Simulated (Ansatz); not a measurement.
Computed with Ansatz on PBE0-D4/def2-TZVP structures; ΔE is electronic, products minus reactants. CCSD(T)/CBS is the MP2 limit (def2-TZVPP, def2-QZVPP) plus CCSD(T) − MP2 in def2-TZVPP, frozen cores. This one scheme is used for every species, atoms too. Functionals use def2-TZVPP. B3LYP here is the variant with VWN-RPA as its local correlation; programs differ in this. Open shells (•) are unrestricted, without spin–orbit coupling. Spin–orbit coupling would lower the free atoms: a little for C, F, O, Si.

`F[C@H]1O[Si@H]1[SiH3]` → C• + F• + 5 H• + O• + 2 Si•  (atomization)

| level | ΔE (kJ/mol) |
| --- | --- |
| PBE-D4 | 3456.1 |
| ωB97X-V | 3417.3 |
| ωB97M-V | 3395.6 |
| B2PLYP | 3338.3 |
| B3LYP | 3342.2 |
| HF/def2-TZVPP | 2373.8 |
| MP2/CBS(def2) | 3450.4 |
| CCSD/CBS(def2) | 3331.5 |

Task: What does CCSD(T)/CBS give? (An estimate is asked.)

Result: Ansatz gave: +3390.8 kJ/mol. The listed levels differ from it by 65.3, 26.5, 4.8, -52.5, -48.6, -1017.0, 59.6, -59.3 kJ/mol.

Largest T1 diagnostic among the species: 0.016.

From PBE to PBE0 (25 % exact exchange), in def2-TZVPP and without D4, ΔE moves by −78.7 kJ/mol: exact exchange takes away binding that semilocal exchange gives to molecules. In def2-TZVPP, CCSD(T) changes the Hartree–Fock value by +913.5 kJ/mol (the triples alone add +59.3 kJ/mol) and MP2 by +973.0 kJ/mol; breaking electron pairs costs correlation energy, which Hartree–Fock lacks.

For atomizations the MP2-based limit and the directly extrapolated one differ by several kJ/mol either way, and by 10 to 25 for some Ge, Se and Sn compounds, so smaller differences from it don't rank the levels.
